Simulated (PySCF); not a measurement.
Simulated Si 2p region for `N#C[Si@H](Br)[GeH2][GeH3]`, binding energy against the vacuum level.

Every computed line was given a Gaussian of 1.0 eV full width at half maximum and an area set by the number of equivalent atoms (split 2:1 within a doublet); the highest printed point is 100. Method: delta-SCF UKS SCAN, pcX-2 on the ionised atom, pcseg-1 elsewhere, spin-free X2C in PySCF 2.14.0.

(binding energy (eV), intensity): (106.7, 0), (106.8, 0), (106.9, 1), (107.0, 2), (107.1, 3), (107.2, 6), (107.3, 10), (107.4, 15), (107.5, 23), (107.6, 33), (107.7, 45), (107.8, 58), (107.9, 71), (108.0, 82), (108.1, 92), (108.2, 98), (108.3, 100), (108.4, 99), (108.5, 94), (108.6, 88), (108.7, 80), (108.8, 70), (108.9, 60), (109.0, 50), (109.1, 41), (109.2, 32), (109.3, 24), (109.4, 17), (109.5, 12), (109.6, 8), (109.7, 5), (109.8, 3), (109.9, 2), (110.0, 1), (110.1, 0), (110.2, 0), (110.3, 0)

**Question.** Count the maxima, the lines and the sites behind this envelope.

**Answer.** The curve has 1 maximum (at 108.3 eV). Under it lie 2 lines from 1 inequivalent silicon site, drawn as a 2p3/2, 2p1/2 pair. At this width some lines have no maximum of their own.

**Question.** Decompose the envelope and assign each component. Numbering: `[N:1]#[C:2][Si@H:3]([Br:4])[GeH2:5][GeH3:6]`.

**Answer.** 
| position (eV) | relative area | line | atoms | environment |
| --- | --- | --- | --- | --- |
| 108.18 | 0.67 | Si 2p3/2 | Si3 | SiH silicon |
| 108.81 | 0.33 | Si 2p1/2 | Si3 | SiH silicon |

The curve has no shake-up lines and no vibrational structure. Spin–orbit and ligand-field terms were added within each 2p shell after the spin-free SCF. 2p1/2 minus 2p3/2 (ligand field included): Si 0.63 eV. One conformer (not necessarily the lowest) at the PBE0-D3(BJ)/def2-SVP geometry, without solvent, vibrations or thermal averaging.

The values belong to the conformer `[N:1]#[C:2][Si@H:3]([Br:4])[GeH2:5][GeH3:6]`: C2–Si3–Ge5–Ge6 55°.
